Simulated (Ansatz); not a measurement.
One change: `[SeH]C1C[SiH2]1` becomes `C1C[SiH2]1`.

Ansatz, PBE0-D4/def2-TZVP geometries, multiplicity 1. Each molecule was computed in one conformer, which needn't be the lowest.

Scalar relativity is left out up to krypton. Spin–orbit coupling is left out; it splits and shifts lone-pair levels of the heavy atoms by tenths of an eV.

| property | `[SeH]C1C[SiH2]1` |
| --- | --- |
| size of the dipole moment (PBE/def2-TZVPP) / D | 1.31 |
| size of the dipole moment (B3LYP/def2-TZVPP) / D | 1.46 |
| HOMO energy (ωB97M-V/def2-TZVPP) / eV | -8.44 |
| HOMO energy (B3LYP/def2-TZVPP) / eV | -6.08 |
| LUMO energy (PBE/def2-TZVPP) / eV | -1.19 |
| LUMO energy (ωB97M-V/def2-TZVPP) / eV | 1.40 |

Q: Give the same properties after the change, and the shifts. (Estimate.)

A: The calculation gave: 
```
                                        property  `C1C[SiH2]1`  shift
  size of the dipole moment (PBE/def2-TZVPP) / D          0.23  -1.08
size of the dipole moment (B3LYP/def2-TZVPP) / D          0.06  -1.40
           HOMO energy (ωB97M-V/def2-TZVPP) / eV         -9.09  -0.65
             HOMO energy (B3LYP/def2-TZVPP) / eV         -6.71  -0.63
               LUMO energy (PBE/def2-TZVPP) / eV         -0.50   0.69
           LUMO energy (ωB97M-V/def2-TZVPP) / eV          1.93   0.53
```

With PBE0 the HOMO falls by 0.62 eV and the LUMO rises by 0.64 eV, so the gap widens by about 1.26 eV. PBE moves the HOMO by -0.60 eV and ωB97M-V by -0.65 eV. Dipoles are sizes alone; their direction can turn.

B3LYP here is the variant with VWN-RPA as its local correlation; programs differ in this.
